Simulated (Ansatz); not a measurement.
The cluster Sn5H7⁺. Total charge 1; singlet. Geometry PBE-D4/def2-SVP, basis def2-TZVP, Ansatz.

Cartesian coordinates in Å:
```
Sn -1.9122 2.5714 1.2373
Sn -0.5649 0.8968 -0.7216
Sn -2.5893 -0.6105 0.6695
Sn 4.1402 0.2672 -1.3417
Sn 1.5587 -1.3663 -1.1751
H -4.2041 -0.7896 0.0834
H 4.0624 -1.5649 -1.4188
H -2.9742 0.9515 1.7590
H 2.6479 -0.1318 -0.0580
H -0.2848 1.4023 1.2547
H -2.3232 -1.5952 2.0691
H 2.4434 -0.0310 -2.3578
```

```
run  HOMO (eV)  LUMO (eV)
  A      -9.29      -6.47
  B     -10.87      -4.89
  C      -8.81      -7.04
  D      -9.14      -6.60
  E     -11.19      -4.75
  F      -8.62      -7.05
```

In the def2 sets Sn takes a core potential; there is no spin–orbit coupling. LC-ωPBE has ω = 0.4 bohr⁻¹. B3LYP takes the VWN-RPA correlation. Another isomer (singlet) lies 0.62 eV lower at PBE0-D4/def2-TZVP; other spin states weren't run for this one.

Q: The runs used B3LYP, LC-ωPBE, PBE, PBE0, r2SCAN, ωB97M-V. Estimate which is which.

A: A PBE0 (25 % exact exchange); B ωB97M-V (range-separated); C r2SCAN (0 % exact exchange); D B3LYP (20 % exact exchange); E LC-ωPBE (range-separated); F PBE (0 % exact exchange). Exact exchange lowers occupied and raises empty levels; among semilocal functionals meta-GGAs tend to open the gap a little, and such runs are hard to tell apart. The gap grows from 1.56 eV (PBE) to 6.43 eV (LC-ωPBE). The restricted singlet is unstable towards broken spin symmetry in Hartree–Fock (as tested in another run); at PBE0-D4/def2-TZVP, ωB97M-V/def2-TZVP, r2SCAN-D4/def2-TZVP, B3LYP-D4/def2-TZVP and others this wasn't settled.
